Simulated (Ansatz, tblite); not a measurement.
Cost and result up the ladder for SnH2Me(NHMe) (C₂H₉NSn) (13 atoms). Total charge 0; singlet. Geometry: PBE-D4/def2-SVP.

```xyz
13

Sn    0.328   -0.887   -0.255
H    -0.033   -1.215   -1.917
H     2.017   -1.221    0.049
C    -0.938   -1.986    1.115
H    -0.790   -3.075    0.981
H    -1.996   -1.734    0.916
H    -0.688   -1.717    2.159
N    -0.182    1.108   -0.008
C     0.486    2.117   -0.818
H    -0.169    1.370    0.986
H     1.573    2.287   -0.606
H     0.411    1.848   -1.894
H    -0.020    3.104   -0.709
```

Ansatz on 2 threads of Arm Neoverse V2 on a shared host; xTB runs through tblite on one thread. Times are rough, summed over both states, and most runs start from the orbitals of an earlier one. PBE0-D4/def2-TZVP serves as the yardstick here, not as an exact answer. The other state is a triplet.

In the def2 sets Sn takes a core potential; there is no spin–orbit coupling. The xTB rows come from tblite.

xTB has no spin-polarisation term.

```csv
level,functions,wall time,vertical triplet (eV),difference from PBE0-D4/def2-TZVP (eV)
GFN2-xTB,30,0.007 s,4.90,0.31
GFN1-xTB,39,0.011 s,5.32,0.72
PBE-D4/def2-TZVP,197,8.4 s,4.44,-0.15
PBE0-D4/def2-TZVP,197,14 s,4.59,0.00
r2SCAN-D4/def2-TZVP,197,20 s,4.48,-0.11
```
